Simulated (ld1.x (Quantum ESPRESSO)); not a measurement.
**Before and after: TM potential for Si (Z = 14)**

| Item | Value |
| --- | --- |
| Element | silicon (Si) |
| Generator | ld1.x (Quantum ESPRESSO) 7.5 |
| Type | norm-conserving Troullier–Martins (Kleinman–Bylander form) |
| Functional | revPBE |
| Relativity | non-relativistic |
| Frozen core | [Ne] |
| Valence charge | 4 |
| Reference configuration | 3s2 3p2 |
| Partial waves | 3p (bound): rc 1.60 bohr; 3d channel at 0.35 Ry: rc 1.70 bohr; 3s (bound): rc 1.25 bohr |
| Local potential | the s channel |
| Core correction | Bessel-smoothed model core inside 1.10 bohr |

All-electron outer shells of the reference configuration (revPBE, non-relativistic, ld1.x):

```
shell  level (eV)  outermost node (bohr)  outermost maximum (bohr)
   2p      -95.56                      –                      0.39
   3s      -10.74                   0.72                      1.80
   3p       -4.07                   0.72                      2.17
```

Change: all radii but the core radius scaled by about 1.16 (s 1.46, p 1.86, d 1.98 bohr).

Cutoffs: the cutoffs (Ry, on a coarse ladder) from which the occupation-weighted sum of valence levels, in a spherical-Bessel basis at the reference potential, stays within 10 and 1 mRy of its value at 400 Ry; they do not see the model core or the augmentation charge, which bear on the density cutoff. Errors are all-electron minus pseudo energies relative to the spin-unpolarised reference configuration.

Task: How do hardness, ghosts and transferability respond?

Result: The potential gets softer (50 Ry and 110 Ry → 25 Ry and 40 Ry); of the 7 tests that both files solve, the error grows in 1 and shrinks in 4 by more than 15 % and 0.3 meV (median size 4.0 → 2.9 meV); neither file shows a bound ghost. A larger radius leaves more room for a smooth pseudo-wave, so fewer plane waves are needed.

| quantity | base | changed |
| --- | --- | --- |
| cutoff, loose | 50 Ry | 25 Ry |
| cutoff, tight | 110 Ry | 40 Ry |
| loose cutoff by channel (10 mRy a level) | p 6 Ry, s 40 Ry | p 6 Ry, s 12 Ry |
| bound ghosts | none | none |
| error for 3s2 3p1, meV [ΔE 7.73 eV] | +4.0 | +2.9 |
| error for 3s2 3p0, meV [ΔE 23.71 eV] | +22 | +17 |
| error for 3s1 3p0, meV [ΔE 57.52 eV] | +67 | +52 |
| error for 3s1 3p2, meV [ΔE 15.09 eV] | +9.4 | +5.4 |
| error for 3s1 3p3, meV [ΔE 6.74 eV] | -0.9 | -1.5 |
| error for 3s2 3p1.5, meV [ΔE 2.92 eV] | +0.7 | +0.5 |
| error for 3s2 3p2.3, meV [ΔE -0.93 eV] | +0.1 | +0.1 |
